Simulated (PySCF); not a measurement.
B(H)(I)(OMe) (CH₄BIO), SMILES B(OC)I. Coordinates come from a PBE0-D3(BJ)/def2-SVP optimisation. The def2 effective core potentials stand for the cores of I; spin–orbit coupling is left out. Other conformers were not sampled.

Computed equilibrium geometry at PBE0-D3(BJ)/def2-SVP (PySCF confirms it by a frequency run) as bond lengths and angles, and its point group (one conformer of several):
point group Cs.
Atoms: B1 H2 I3 O4 C5 H6 H7 H8. Bonded distances (Å): B1–H2 1.208, B1–I3 2.139, B1–O4 1.329, O4–C5 1.411, C5–H6 1.100, C5–H7 1.100, C5–H8 1.101. Bond angles (°): H2–B1–I3 118.4, H2–B1–O4 123.3, I3–B1–O4 118.3, B1–O4–C5 123.2, O4–C5–H6 108.9, O4–C5–H7 108.9, O4–C5–H8 111.6, H6–C5–H7 108.6, H6–C5–H8 109.4, H7–C5–H8 109.4.
Charge 0, spin multiplicity 1.
